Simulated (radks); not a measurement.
Values are calculated unless marked as measured or tabulated.
Question: All-electron atom: Ag XXVII in [Ar] 3d3. Level of theory: scalar-relativistic Kohn-Sham, SCAN, spin-polarised, spherical densities, finite nucleus; open shells are filled with parallel spins first (spin-orbit coupling, left out, can overturn this in heavy ions); meta-GGA in the generalised Kohn-Sham scheme; Fermi nuclear charge, rms radius 4.5454 fm (a radial shooting solver on a logarithmic mesh with Libxc functionals). Some entries of the table are withheld. Estimate them.

orbital  occ.  eigenvalue (hartree)  r(max) (bohr)
1s up       1             -974.1135        0.02016
1s down     1             -974.1051        0.02016
2s up       1             -178.8078         0.1136
2s down     1             -178.3582         0.1135
2p up       3             -164.6651        0.09099
2p down     3             -164.3309        0.09087
3s up       1             -60.68504         0.3181
3s down     1             -60.20626         0.3187
3p up       3             -56.03667            (1)
3p down     3             -55.53003            (2)
3d up       3             -49.53013         0.2510

Answer: 
(1) 3p up r(max) (bohr): 0.3084
(2) 3p down r(max) (bohr): 0.3093
